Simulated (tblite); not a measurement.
Species: C₅H₇FO₃.
Atom-mapped SMILES: `[CH3:1][O:2][C@@:3]1([F:4])[O:5][C@H:6]([CH3:7])[C:8]1=[O:9]` (hydrogens: H10, H11, H12 on C1; H13 on C6; H14, H15, H16 on C7)

Computed with GFN2-xTB (tblite), gas phase: nudged elastic band of 9 images (0 to 8), spring 0.2 eV/Å², climbing image at the end, force threshold 0.05 eV/Å. No saddle search or frequency run followed, so the top image need not be a first-order saddle, and its height can exceed the method's true barrier by a kcal/mol or more.

The band describes a rotation about C3–O2 (sp3 carbon bearing two oxygens, ether oxygen), followed by the dihedral O5–C3–O2–C1, from the optimised start (61°) to a second optimised geometry at -174°.

**Question.** Give the energy profile along the converged band.

**Answer.** 
```json
{"image": "0", "dihedral (°)": "61", "E (kcal/mol)": "0.00", "C3–O2 (Å)": "1.342", "O5···C1 (Å)": "2.89", "largest true force (eV/Å)": "0.01"}
{"image": "1", "dihedral (°)": "75", "E (kcal/mol)": "0.44", "C3–O2 (Å)": "1.342", "O5···C1 (Å)": "3.03", "largest true force (eV/Å)": "0.05"}
{"image": "2", "dihedral (°)": "90", "E (kcal/mol)": "1.57", "C3–O2 (Å)": "1.345", "O5···C1 (Å)": "3.19", "largest true force (eV/Å)": "0.06"}
{"image": "3", "dihedral (°)": "107", "E (kcal/mol)": "2.98", "C3–O2 (Å)": "1.351", "O5···C1 (Å)": "3.33", "largest true force (eV/Å)": "0.06"}
{"image": "4", "dihedral (°)": "125", "E (kcal/mol)": "4.01", "C3–O2 (Å)": "1.357", "O5···C1 (Å)": "3.44", "largest true force (eV/Å)": "0.03"}
{"image": "5", "dihedral (°)": "143", "E (kcal/mol)": "4.12", "C3–O2 (Å)": "1.359", "O5···C1 (Å)": "3.52", "largest true force (eV/Å)": "0.04"}
{"image": "6", "dihedral (°)": "160", "E (kcal/mol)": "3.53", "C3–O2 (Å)": "1.356", "O5···C1 (Å)": "3.57", "largest true force (eV/Å)": "0.06"}
{"image": "7", "dihedral (°)": "174", "E (kcal/mol)": "2.92", "C3–O2 (Å)": "1.355", "O5···C1 (Å)": "3.58", "largest true force (eV/Å)": "0.06"}
{"image": "8", "dihedral (°)": "-174", "E (kcal/mol)": "2.66", "C3–O2 (Å)": "1.352", "O5···C1 (Å)": "3.58", "largest true force (eV/Å)": "0.01"}
```

Barriers of this band. The top is image 5 at 143°: 4.12 kcal/mol forward and 1.46 kcal/mol back; the end lies 2.66 kcal/mol above the start. The central bond is 0.017 Å longer at the top than at the start.

**Question.** What rate follows at 250 K for crossing this barrier forward?

**Answer.** Taking the electronic barrier for the free energy of activation (no zero-point or entropy terms, transmission 1), rate = (kT/h)·exp(−ΔE/kT) ≈ 1 × 10^9 s⁻¹, whose inverse is 8 × 10^-10 s. An error of 1 kcal/mol in the barrier changes this by a factor of 7, and the method and the loose band can each miss by that much or more.

**Question.** How would the two end points share their population at 250 K, from these energies alone?

**Answer.** exp(−ΔE/kT) with ΔE = 0.115 eV gives 0.0048 for the higher one (end) against 1 for the lower, without vibrational, rotational or degeneracy terms.

What follows is the cost of the whole band run. Time: 1.8 s wall; peak memory 0.18 GiB. Hardware: an Arm Neoverse V2 with one thread, no GPU, shared host with 32 logical CPUs at a one-minute load of 19.
